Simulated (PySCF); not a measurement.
Computed with B3LYP-D3(BJ)/def2-TZVP in PySCF. Isolated molecules, 0 K electronic values unless said otherwise. B3LYP has the VWN-RPA correlation part, as in Gaussian. Excitations are Tamm–Dancoff values on a coarser integration grid. The basis has no diffuse functions, so Rydberg states are missing or too high.

Reference species (SMILES): `C#CNC#C` (neutral, multiplicity 1).

```
Property              Result
-------------------  -------
T1 excitation (TDA)  4.71 eV
dipole moment         1.17 D
```

Changed species: `N=C=C1C=C1`.

What does the change do to the T1 excitation (TDA) and dipole moment?

the T1 excitation (TDA) falls by 2.11 eV, to 2.60 eV; the dipole moment rises by 2.14 D, to 3.31 D.
